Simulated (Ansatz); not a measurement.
Reactions of C₇H₁₂O₂, SMILES `CCC(=O)CC(=O)CC`.

Program: Ansatz. Geometries: PBE0-D4/def2-TZVP. ΔE: electronic, gas phase. CCSD(T)/CBS adds triple-zeta CCSD(T) − MP2 to the extrapolated MP2 energy (def2 sets, frozen cores). This one scheme is used for every species. DFT in def2-TZVPP. B3LYP here is the variant with VWN-RPA as its local correlation; programs differ in this. Each species was taken in one conformer, which may not be the lowest.

```json
{"reaction": "`CCC(=O)CC(=O)CC` + H₂S → `CCC(=O)S` + `CCC(C)=O`", "CCSD(T)/CBS(def2) (eV)": "-0.12"}
{"reaction": "`CCC(=O)CC(=O)CC` + `S=CS` → `CSC=S` + `CCC(=O)CC(C)=O`", "CCSD(T)/CBS(def2) (eV)": "0.06"}
{"reaction": "`CCC(=O)CC(=O)CC` + `CNC` → `CCC(=O)N(C)C` + `CCC(C)=O`", "CCSD(T)/CBS(def2) (eV)": "-0.57"}
{"reaction": "`CCC(=O)CC(=O)CC` + `CO[SiH2]N` → `CN[SiH2]OC` + `CCC(=O)CC(C)=O`", "CCSD(T)/CBS(def2) (eV)": "?"}
{"reaction": "`CCC(=O)CC(=O)CC` + `[NH2][AlH][OH]` → `C[NH][AlH][OH]` + `CCC(=O)CC(C)=O`", "CCSD(T)/CBS(def2) (eV)": "0.51"}
```

(1) Fill in the missing values. (Estimate.)

Largest T1 diagnostic: 0.018, for `S=CS`.

## Answers

(1) Computed: `CCC(=O)CC(=O)CC` + `CO[SiH2]N` → `CN[SiH2]OC` + `CCC(=O)CC(C)=O`: +0.46 eV.
